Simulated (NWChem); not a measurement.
System meant: CH$_{7}$AlN$_{2}$; SMILES [CH3][Al]([NH2])[NH2]

The following NWChem deck was run.

```
start job
memory heap 200 mb stack 900 mb global 1100 mb
geometry units angstroms noautosym nocenter noautoz
  Al    -0.001401     0.032032     0.000867
  C     -0.020355    -1.923914     0.001309
  H      0.229930    -2.326054    -0.995047
  H     -1.005949    -2.332037     0.277419
  H      0.718330    -2.339535     0.706433
  N     -1.520478     0.958992    -0.003635
  H     -1.609872     1.968100    -0.022687
  H     -2.442286     0.538221     0.002890
  N      1.539681     0.922463    -0.002659
  H      1.651576     1.929267    -0.023206
  H      2.451919     0.481489     0.006143
end
basis spherical
  Al library 6-31g*
  C library 6-31g*
  H library 6-31g*
  N library 6-31g*
end
dft
  xc m06-l
  iterations 150
end
property
  shielding
end
task dft property
```

End of the output:

```
 Vector   23  Occ=0.000000D+00  E= 7.927598D-02
              MO Center=  9.1D-02,  1.7D-01, -2.6D-02, r^2= 7.3D+00
   Bfn.  Coefficient  Atom+Function         Bfn.  Coefficient  Atom+Function
  ----- ------------  ---------------      ----- ------------  ---------------
    11      1.073915   1 Al px               62     -0.763934   9 N  s
    44      0.709678   6 N  s                36      0.343957   4 H  s
    72      0.345199  10 H  s                54     -0.310624   7 H  s
    38     -0.241542   5 H  s                 7      0.139553   1 Al px
    74      0.136647  11 H  s                58     -0.131156   9 N  s

 center of mass
 --------------
 x =  -0.00049926 y =   0.05172383 z =  -0.00248753

 moments of inertia (a.u.)
 ------------------
         340.657095176228           0.163484525248          -0.091149783379
           0.163484525248         307.748052289498           0.644803977498
          -0.091149783379           0.644803977498         637.122820796064

     Multipole analysis of the density
     ---------------------------------

     L   x y z        total         alpha         beta         nuclear
     -   - - -        -----         -----         ----         -------
     0   0 0 0     -0.000000    -20.000000    -20.000000     40.000000

     1   1 0 0      0.007523      0.015359      0.015359     -0.023194
     1   0 1 0      0.295494      0.183115      0.183115     -0.070736
     1   0 0 1     -0.017322      0.060303      0.060303     -0.137927

     2   2 0 0    -19.800576   -102.134926   -102.134926    184.469276
     2   1 1 0     -0.059190     -0.001274     -0.001274     -0.056642
     2   1 0 1      0.002776     -0.026550     -0.026550      0.055876
     2   0 2 0    -21.885112   -116.388202   -116.388202    210.891291
     2   0 1 1     -0.078254      0.186513      0.186513     -0.451280
     2   0 0 2    -24.539093    -15.068170    -15.068170      5.597246

          -----------------------------------------
          Chemical Shielding Tensors (GIAO, in ppm)
          -----------------------------------------

 ------------------------------------------------------------------------
  xm06: d2 not coded                    0
 ------------------------------------------------------------------------
 ------------------------------------------------------------------------
  current input line :
    29: task dft property
 ------------------------------------------------------------------------
 ------------------------------------------------------------------------
 This error has not yet been assigned to a category
 ------------------------------------------------------------------------
 For more information see the NWChem manual at https://nwchemgit.github.io

0: xm06: d2 not coded:Received an Error in Communication
```

Find the fault in this run and fix the input.

The program stopped with an error. Cause: this functional's second derivatives, which shieldings need, aren't coded here; the fix takes a hybrid GGA instead. This input runs:
```
start job
memory heap 200 mb stack 900 mb global 1100 mb
geometry units angstroms noautosym nocenter noautoz
  Al    -0.001401     0.032032     0.000867
  C     -0.020355    -1.923914     0.001309
  H      0.229930    -2.326054    -0.995047
  H     -1.005949    -2.332037     0.277419
  H      0.718330    -2.339535     0.706433
  N     -1.520478     0.958992    -0.003635
  H     -1.609872     1.968100    -0.022687
  H     -2.442286     0.538221     0.002890
  N      1.539681     0.922463    -0.002659
  H      1.651576     1.929267    -0.023206
  H      2.451919     0.481489     0.006143
end
basis spherical
  * library 6-31g*
end
dft
  xc pbe0
  iterations 150
end
property
  shielding
end
task dft property
```
It converges to -394.00525 Ha (PBE0/6-31G* (spherical d), GIAO).
